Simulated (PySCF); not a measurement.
The dipole of CF3SO3CF3, `O=S(=O)(OC(F)(F)F)C(F)(F)F` from its density and from atomic charges.

Coordinates (PBE0-D3(BJ)/def2-SVP, Å) and charges (e) from the PBE0/pcSseg-1 density (PySCF):

```json
{"atom": "O1", "x": "1.304", "y": "-0.319", "z": "-1.932", "Mulliken": "-0.4443", "IAO": "-0.7909", "Hirshfeld": "-0.2552", "ESP-fitted": "-0.3804"}
{"atom": "S2", "x": "0.622", "y": "0.296", "z": "-0.832", "Mulliken": "+1.1511", "IAO": "+2.0716", "Hirshfeld": "+0.5254", "ESP-fitted": "+0.9222"}
{"atom": "O3", "x": "0.161", "y": "1.658", "z": "-0.808", "Mulliken": "-0.4593", "IAO": "-0.7990", "Hirshfeld": "-0.2640", "ESP-fitted": "-0.4034"}
{"atom": "O4", "x": "-0.628", "y": "-0.726", "z": "-0.458", "Mulliken": "-0.5688", "IAO": "-0.5861", "Hirshfeld": "-0.1676", "ESP-fitted": "-0.3919"}
{"atom": "C5", "x": "-1.864", "y": "-0.267", "z": "-0.053", "Mulliken": "+0.9651", "IAO": "+0.9600", "Hirshfeld": "+0.3158", "ESP-fitted": "+0.7160"}
{"atom": "F6", "x": "-1.771", "y": "0.477", "z": "1.034", "Mulliken": "-0.2372", "IAO": "-0.2613", "Hirshfeld": "-0.0812", "ESP-fitted": "-0.1963"}
{"atom": "F7", "x": "-2.584", "y": "-1.334", "z": "0.210", "Mulliken": "-0.2169", "IAO": "-0.2471", "Hirshfeld": "-0.0694", "ESP-fitted": "-0.1609"}
{"atom": "F8", "x": "-2.446", "y": "0.434", "z": "-1.004", "Mulliken": "-0.2298", "IAO": "-0.2559", "Hirshfeld": "-0.0760", "ESP-fitted": "-0.1468"}
{"atom": "C9", "x": "1.632", "y": "-0.015", "z": "0.701", "Mulliken": "+0.7006", "IAO": "+0.6351", "Hirshfeld": "+0.2480", "ESP-fitted": "+0.2847"}
{"atom": "F10", "x": "1.928", "y": "-1.292", "z": "0.779", "Mulliken": "-0.2172", "IAO": "-0.2397", "Hirshfeld": "-0.0580", "ESP-fitted": "-0.0854"}
{"atom": "F11", "x": "2.731", "y": "0.701", "z": "0.591", "Mulliken": "-0.2231", "IAO": "-0.2442", "Hirshfeld": "-0.0575", "ESP-fitted": "-0.0877"}
{"atom": "F12", "x": "0.953", "y": "0.359", "z": "1.763", "Mulliken": "-0.2203", "IAO": "-0.2424", "Hirshfeld": "-0.0605", "ESP-fitted": "-0.0702"}
```

Question: Form Σ q r in debye for every column and set it beside the full dipole.

Answer: The full density gives (0.20, -0.51, 1.48) D, 1.58 D in size; dipole vectors point from the negative to the positive end.

| scheme | μx | μy | μz | size (D) | share of the full size (%) | angle to the full dipole (°) |
| --- | --- | --- | --- | --- | --- | --- |
| Mulliken | 0.33 | -0.07 | 1.08 | 1.13 | 71 | 18 |
| IAO | 0.53 | -0.75 | 1.40 | 1.67 | 106 | 14 |
| Hirshfeld | 0.27 | -0.64 | 1.42 | 1.58 | 100 | 6 |
| ESP-fitted | 0.19 | -0.51 | 1.46 | 1.56 | 98 | 0 |

Question: Which set comes closest?

Answer: Length of the difference vector: ESP-fitted 0.03 D, Hirshfeld 0.16 D, IAO 0.41 D, Mulliken 0.62 D. Closest: ESP-fitted. 

Question: What is left for the Hirshfeld atoms' own dipoles?

Answer: The shares of the density sum to the whole, so what Σ q r misses lies in dipoles about the nuclei. The atomic dipoles sum to (0.20, -0.51, 1.48) − (0.27, -0.64, 1.42) = (-0.07, 0.13, 0.06) D, 0.16 D in size.

Question: With the origin at the mean of the coordinates, (0.003, -0.002, -0.001) Å, which are the largest single terms, by size, of the ESP-fitted dipole along the direction of the full one?

Answer: S2 -3.53, O1 +2.82, O3 +2.47, C9 +1.19, F8 +0.98 D; all 12 atoms together +1.56 D. The single terms depend on the origin, their sum doesn't.

Question: Give the size of the full dipole in other units.

Answer: 1.58 D = 0.622 au = 0.329 e·Å = 5.28 × 10⁻³⁰ C·m.

Isolated species at its PBE0-D3(BJ)/def2-SVP geometry (one conformer only).

The run behind these numbers computed NMR shieldings as well. Time: 38 s wall, 92 s CPU (grids of density and orbitals included); peak memory 1.8 GiB. Hardware: an Intel Xeon Platinum 8488C with 2 threads (shared host).

Conformer computed: `[O:1]=[S:2](=[O:3])([O:4][C:5]([F:6])([F:7])[F:8])[C:9]([F:10])([F:11])[F:12]`: O1–S2–O4–C5 -143°, S2–O4–C5–F6 -58°, O1–S2–C9–F10 -50°.
